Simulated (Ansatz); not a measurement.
CH5BClN, SMILES `NCBCl`. Charge 0, multiplicity 1.

```xyz
9

N     0.709    0.954   -0.638
C    -0.124    0.366    0.385
B    -0.767   -1.011    0.085
Cl   -0.272   -1.976   -1.286
H     1.273    0.256   -1.103
H     1.324    1.664   -0.266
H     0.386    0.181    1.356
H    -0.942    1.050    0.654
H    -1.586   -1.484    0.812
```

(1) List the harmonic frequencies (cm⁻¹, unscaled) at PBE0-D4/def2-TZVP in Ansatz. (Best estimate.)

(2) Is this a minimum?

(3) Give the ideal-gas thermochemistry at 298.15 K and 1 bar (rigid rotor, harmonic oscillator; point group C1, symmetry number 1).

Results:

(1) The calculation gave: 141, 185, 253, 490, 577, 738, 796, 883, 912, 1093, 1166, 1181, 1242, 1377, 1449, 1659, 2654, 2883, 3020, 3546, 3631.

(2) Yes, all 21 modes are real.

(3) Zero-point energy 178.7 kJ/mol; H(298) − E = 195.2 kJ/mol; entropy 306.6 J/(mol·K), of which translation 163.1, rotation 106.0, vibration 37.4; G(298) − E = 103.8 kJ/mol.
